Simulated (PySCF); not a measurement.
# SiPH3O6

SiPH3O6 is a molecule drawn as a unit of a network glass or zeolite (built as: Si P, OH ends, O bridges), neutral, singlet. The structure, one conformer, was relaxed in the gas phase by PBE0-D3(BJ)/def2-SVP. No frequency run checks that it is a minimum.

SMILES: O=P1(O)O[Si](O)(O)O1

Coordinates in Å:
```
O1     -2.377    0.486    1.095
P2     -1.120   -0.222    0.819
O3     -0.914   -1.579    1.640
O4      0.301    0.581    0.963
Si5     0.731    0.239   -0.642
O6      2.046   -0.694   -0.805
O7      0.886    1.526   -1.626
O8     -0.738   -0.599   -0.729
H9     -1.678   -1.739    2.210
H10     2.743   -0.384   -1.391
H11     0.184    2.184   -1.641
```

Shieldings: GIAO PBE0/pcSseg-1. Shifts are against computed references at the same level: H TMS (σ 31.27 ppm), Si TMS (σ 352.0 ppm). Core levels by delta-SCF with SCAN, pcX-2 on the ionised atom and pcseg-1 elsewhere, spin-free X2C (2p3/2 is the spin-free 2p value less a third of a first-order spin-orbit splitting); from the vacuum level, for chosen atoms.

Task: Give the NMR and core-level values of the distinct atoms.

Result: 
```json
{"atoms": "O1", "bonded to": "1 P", "σ (ppm)": "167.5", "δ (ppm)": "-", "core level (eV)": "1s 537.57"}
{"atoms": "P2", "bonded to": "4 O", "σ (ppm)": "318.5", "δ (ppm)": "-", "core level (eV)": "-"}
{"atoms": "O3", "bonded to": "1 P + 1 H", "σ (ppm)": "218.7", "δ (ppm)": "-", "core level (eV)": "-"}
{"atoms": "O4 O8", "bonded to": "1 P + 1 Si", "σ (ppm)": "148.0", "δ (ppm)": "-", "core level (eV)": "1s 539.10"}
{"atoms": "Si5", "bonded to": "4 O", "σ (ppm)": "423.2", "δ (ppm)": "-71.3", "core level (eV)": "2p3/2 109.85"}
{"atoms": "O6", "bonded to": "1 Si + 1 H", "σ (ppm)": "294.6", "δ (ppm)": "-", "core level (eV)": "1s 539.98"}
{"atoms": "O7", "bonded to": "1 Si + 1 H", "σ (ppm)": "286.6", "δ (ppm)": "-", "core level (eV)": "1s 540.03"}
{"atoms": "H9", "bonded to": "1 O", "σ (ppm)": "27.69", "δ (ppm)": "3.58", "core level (eV)": "-"}
{"atoms": "H10", "bonded to": "1 O", "σ (ppm)": "28.65", "δ (ppm)": "2.62", "core level (eV)": "-"}
{"atoms": "H11", "bonded to": "1 O", "σ (ppm)": "28.67", "δ (ppm)": "2.59", "core level (eV)": "-"}
```

Values are those of this one static structure; atoms that internal rotation interchanges would show their mean in an NMR spectrum.

Task: Which of O1, O4, O6, O7 holds its core electrons tightest, and by how much against the loosest?

Result: O7 (bonded to 1 Si + 1 H), by 2.45 eV over O1 (bonded to 1 P).

Task: By CAM-B3LYP/def2-SVPD (TDDFT singlets, Tamm-Dancoff triplets, ionisation by delta-SCF), where does absorption start, and what does vertical ionisation take?

Result: The lowest singlet lies at 7.68 eV (f 0.003), the strongest of the first 6 at 7.79 eV (f 0.039), the lowest triplet at 7.40 eV; vertical ionisation takes 11.64 eV.
